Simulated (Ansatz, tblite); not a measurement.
Removing an electron: [TaO2F2]- (TaO₂F₂⁻). The state is a singlet with charge -1. Geometry: PBE-D4/def2-SVPD. Ansatz, gas phase; energy differences of separate SCF runs; the oxidised species was run as a doublet alone.

Cartesian coordinates in Å:
```
Ta -0.005 0.020 -0.003
O 0.625 1.031 -1.337
O -1.096 1.034 0.985
F 1.494 -0.598 1.108
F -1.019 -1.487 -0.753
```

In the def2 sets Ta takes a core potential; there is no spin–orbit coupling. The xTB rows come from tblite.

Q: Estimate orbital energies and vertical ionisation energies at: GFN1-xTB; GFN2-xTB; PBE-D4/def2-TZVPD; r2SCAN-D4/def2-TZVPD; PBE0-D4/def2-TZVPD.

A: 
| level | −HOMO (eV) | vertical IE (eV) | −LUMO (eV) | HOMO–LUMO gap (eV) |
| --- | --- | --- | --- | --- |
| GFN1-xTB | 6.54 | 10.06 | 2.30 | 4.24 |
| GFN2-xTB | 6.02 | 9.93 | 2.25 | 3.77 |
| PBE-D4/def2-TZVPD | 1.32 | 4.71 | -2.93 | 4.24 |
| r2SCAN-D4/def2-TZVPD | 1.60 | 4.73 | -3.45 | 5.05 |
| PBE0-D4/def2-TZVPD | 2.83 | 4.87 | -3.47 | 6.31 |

  Raw xTB energy differences between charge states are shifted by several eV; the methods need an empirical correction for them.
